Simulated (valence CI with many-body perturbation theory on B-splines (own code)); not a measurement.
E1 line list for La XLIV

Calculated by valence CI with perturbative core correlation (CI+MBPT): four valence electrons over a frozen Dirac-Fock core [Ne], radial functions for each j: 11 s, 11 p, 10 d, 8 f, 5 g, 2 h, with the one-electron correlation potential Σ1, the two-electron term Σ2, the three-electron term Σ3, Breit, model QED; selected CI, second order for the rest, scaled by the run's own slope (own B-spline code, finite nucleus).

The last digits are not significant, and no measured levels were compared; by estimate large intervals hold to a few tenths of a per cent, small ones and those within an open d or f shell to about a per cent. Among the levels kept, up to 550 cm⁻¹ of a level comes from second order outside the variational space, and about a tenth of that is noise between levels of different J, which matters for small intervals.

Lines 1 to 50 of 533 in falling wavelength, among levels below 767.73 eV, chosen from the strongest by gf and those to the six lowest levels. Wavelengths and rates use the calculated energies. Electric multipoles are in the length gauge, E1 and E2 with the static RPA response of the core. Weak lines are less certain than strong ones. Lines between different terms over intervals too small for the method are left out, as are lines whose strength nearly cancels. Where a level lies close to another of its J and parity, the split of strength between their lines is uncertain. The highest levels of a list are the least certain.

Levels are named by their leading jj configuration (3d3/2^4 stands for four electrons in 3d with j = 3/2), which in mixed levels can hold well under half, so a name can repeat and another be missing. Letters in brackets count levels of one name in rising energy.

| λ vac (Å) | Upper | Lower | A (s⁻¹) | S (a.u.) with core polarisation | S without |
| --- | --- | --- | --- | --- | --- |
| 522.0 | (3s 3p1/2^2 3p3/2) J=1 | (3s^2 3p3/2^2) J=2 | 5.44e+06 | 1.15e-03 | 1.17e-03 |
| 251.6 | (3s^2 3p1/2 3d3/2) J=2 | (3s^2 3p3/2^2) J=2 | 4.98e+06 | 1.96e-04 | 2.00e-04 |
| 195.5 | (3s^2 3p1/2 3d3/2) J=1 | (3s^2 3p3/2^2) J=0 | 9.00e+06 | 9.96e-05 | 1.01e-04 |
| 158.3 | (3s^2 3p1/2 3d3/2) J=1 | (3s^2 3p3/2^2) J=2 | 5.63e+07 | 3.31e-04 | 3.37e-04 |
| 157.5 | (3s^2 3p1/2 3d5/2) J=2 | (3s^2 3p3/2^2) J=2 | 2.65e+08 | 2.55e-03 | 2.61e-03 |
| 149.1 | (3s^2 3p1/2 3d5/2) J=3 | (3s^2 3p3/2^2) J=2 | 2.89e+08 | 3.31e-03 | 3.38e-03 |
| 147.4 | (3s 3p1/2 3d5/2^2) J=5 | (3s^2 3d5/2^2) J=4 | 2.08e+09 | 3.62e-02 | 3.69e-02 |
| 140.6 | (3s 3p1/2 3p3/2 3d3/2) J=4 | (3s^2 3p3/2 3d3/2) J=3 | 3.38e+09 | 4.17e-02 | 4.25e-02 |
| 124.5 | (3p1/2 3p3/2^2 3d5/2) J=5 | (3s 3p3/2^2 3d5/2) J=4 [b] | 8.40e+09 | 8.80e-02 | 8.98e-02 |
| 123.8 | (3s 3p1/2 3d3/2 3d5/2) J=5 | (3s^2 3d3/2 3d5/2) J=4 | 5.53e+09 | 5.70e-02 | 5.80e-02 |
| 119.0 | (3s 3p1/2 3p3/2^2) J=2 [a] | (3s^2 3p3/2^2) J=2 | 2.24e+08 | 9.31e-04 | 9.50e-04 |
| 118.9 | (3s 3p1/2^2 3p3/2) J=2 | (3s^2 3p1/2 3p3/2) J=2 | 4.58e+09 | 1.90e-02 | 1.94e-02 |
| 117.1 | (3s 3p1/2 3p3/2 3d5/2) J=5 | (3s^2 3p3/2 3d5/2) J=4 | 9.22e+09 | 8.04e-02 | 8.20e-02 |
| 115.7 | (3s 3p1/2 3p3/2 3d5/2) J=4 [c] | (3s^2 3p3/2 3d5/2) J=3 | 4.29e+09 | 2.95e-02 | 3.01e-02 |
| 113.0 | (3p1/2^2 3p3/2 3d5/2) J=3 | (3s 3p1/2 3p3/2 3d5/2) J=3 [d] | 7.44e+09 | 3.71e-02 | 3.78e-02 |
| 112.7 | (3p1/2^2 3d3/2^2) J=2 | (3s 3p1/2 3d3/2^2) J=1 [a] | 9.86e+09 | 3.48e-02 | 3.55e-02 |
| 111.7 | (3p1/2^2 3p3/2 3d5/2) J=4 | (3s 3p1/2 3p3/2 3d5/2) J=3 [c] | 9.36e+09 | 5.80e-02 | 5.91e-02 |
| 111.6 | (3s 3p1/2^2 3p3/2) J=2 | (3s^2 3p1/2 3p3/2) J=1 | 6.23e+09 | 2.14e-02 | 2.18e-02 |
| 111.5 | (3s 3p1/2 3p3/2^2) J=3 | (3s^2 3p3/2^2) J=2 | 5.99e+09 | 2.87e-02 | 2.93e-02 |
| 111.0 | (3s 3p1/2^2 3d5/2) J=3 | (3s^2 3p1/2 3d5/2) J=3 | 6.37e+09 | 3.01e-02 | 3.07e-02 |
| 110.5 | (3s 3p1/2 3p3/2^2) J=1 [a] | (3s^2 3p3/2^2) J=0 | 4.32e+09 | 8.62e-03 | 8.79e-03 |
| 110.1 | (3s 3p1/2 3p3/2 3d5/2) J=3 [a] | (3s^2 3p3/2 3d5/2) J=2 | 6.35e+09 | 2.93e-02 | 2.99e-02 |
| 109.2 | (3p1/2 3p3/2^2 3d3/2) J=4 | (3s 3p3/2^2 3d3/2) J=4 | 6.06e+09 | 3.50e-02 | 3.57e-02 |
| 108.9 | (3p1/2 3p3/2^2 3d5/2) J=3 [b] | (3s 3p3/2^2 3d5/2) J=2 [a] | 1.23e+10 | 5.48e-02 | 5.58e-02 |
| 108.0 | (3s 3p1/2 3d5/2^2) J=5 | (3s 3p3/2^2 3d5/2) J=4 [a] | 9.05e+09 | 6.20e-02 | 6.31e-02 |
| 107.7 | (3p1/2^2 3p3/2 3d3/2) J=3 | (3s 3p1/2 3p3/2 3d3/2) J=3 [c] | 7.82e+09 | 3.37e-02 | 3.44e-02 |
| 106.8 | (3s 3p1/2^2 3d5/2) J=3 | (3s^2 3p1/2 3d5/2) J=2 | 8.54e+09 | 3.59e-02 | 3.66e-02 |
| 106.1 | (3p1/2 3p3/2^2 3d5/2) J=2 [a] | (3s 3p3/2^2 3d5/2) J=3 [b] | 9.57e+09 | 2.82e-02 | 2.87e-02 |
| 105.1 | (3s 3p1/2^2 3d3/2) J=2 | (3s^2 3p1/2 3d3/2) J=2 | 9.39e+09 | 2.69e-02 | 2.74e-02 |
| 104.9 | (3p1/2^2 3p3/2 3d3/2) J=2 | (3s 3p1/2 3p3/2 3d3/2) J=2 [c] | 1.08e+10 | 3.06e-02 | 3.12e-02 |
| 104.4 | (3p1/2 3p3/2^2 3d5/2) J=2 [c] | (3s 3p3/2^2 3d5/2) J=3 [c] | 1.10e+10 | 3.07e-02 | 3.13e-02 |
| 103.7 | (3s 3p1/2 3p3/2 3d5/2) J=3 [d] | (3s^2 3p3/2 3d5/2) J=3 | 8.76e+09 | 3.38e-02 | 3.44e-02 |
| 103.4 | (3p1/2^2 3p3/2 3d5/2) J=4 | (3s 3p1/2 3p3/2 3d5/2) J=3 [b] | 5.36e+09 | 2.63e-02 | 2.68e-02 |
| 103.3 | (3p1/2 3p3/2^2 3d3/2) J=3 [a] | (3s 3p3/2^2 3d3/2) J=3 [a] | 7.04e+09 | 2.68e-02 | 2.74e-02 |
| 103.3 | (3p1/2^2 3p3/2 3d5/2) J=4 | (3s 3p1/2 3p3/2 3d5/2) J=4 [b] | 5.78e+09 | 2.83e-02 | 2.89e-02 |
| 102.6 | (3s 3p1/2^2 3d5/2) J=2 | (3s^2 3p1/2 3d5/2) J=3 | 1.56e+10 | 4.15e-02 | 4.23e-02 |
| 102.2 | (3p1/2 3p3/2^2 3d5/2) J=4 [b] | (3s 3p3/2^2 3d5/2) J=3 [a] | 6.21e+09 | 2.94e-02 | 3.00e-02 |
| 101.3 | (3s 3p1/2 3d5/2^2) J=4 [c] | (3s 3p3/2^2 3d5/2) J=4 [a] | 8.37e+09 | 3.87e-02 | 3.94e-02 |
| 101.2 | (3s 3p1/2 3p3/2^2) J=1 [b] | (3s^2 3p3/2^2) J=0 | 3.96e+09 | 6.07e-03 | 6.19e-03 |
| 100.3 | (3s 3p1/2 3d3/2 3d5/2) J=3 [d] | (3s^2 3d3/2 3d5/2) J=4 | 1.14e+10 | 3.96e-02 | 4.04e-02 |
| 99.88 | (3p1/2^2 3p3/2 3d5/2) J=2 | (3s 3p1/2 3p3/2 3d5/2) J=2 [b] | 1.85e+10 | 4.54e-02 | 4.63e-02 |
| 99.70 | (3p1/2 3p3/2^3) J=2 | (3s 3p3/2^3) J=2 | 1.00e+10 | 2.45e-02 | 2.50e-02 |
| 99.60 | (3p1/2 3p3/2^2 3d3/2) J=1 [c] | (3s 3p3/2^2 3d3/2) J=2 [b] | 1.80e+10 | 2.64e-02 | 2.69e-02 |
| 98.88 | (3s 3p1/2^2 3p3/2) J=1 | (3s^2 3p1/2 3p3/2) J=2 | 1.80e+10 | 2.57e-02 | 2.62e-02 |
| 98.75 | (3p1/2 3p3/2^2 3d5/2) J=4 [b] | (3s^2 3d5/2^2) J=4 | 1.09e+10 | 4.67e-02 | 4.76e-02 |
| 98.72 | (3p1/2^2 3p3/2 3d3/2) J=3 | (3s 3p1/2 3p3/2 3d3/2) J=3 [b] | 7.59e+09 | 2.52e-02 | 2.57e-02 |
| 98.05 | (3p1/2 3p3/2^2 3d5/2) J=3 [a] | (3s^2 3d5/2^2) J=4 | 1.08e+10 | 3.52e-02 | 3.59e-02 |
| 97.53 | (3s 3p1/2 3p3/2^2) J=1 [a] | (3s^2 3p3/2^2) J=2 | 5.32e+09 | 7.31e-03 | 7.45e-03 |
| 96.10 | (3s 3p1/2 3p3/2 3d3/2) J=2 [a] | (3s 3p1/2 3p3/2^2) J=3 | 1.42e+10 | 3.11e-02 | 3.17e-02 |
| 95.31 | (3s 3p1/2 3p3/2^2) J=2 [b] | (3s^2 3p3/2^2) J=2 | 1.12e+10 | 2.38e-02 | 2.43e-02 |
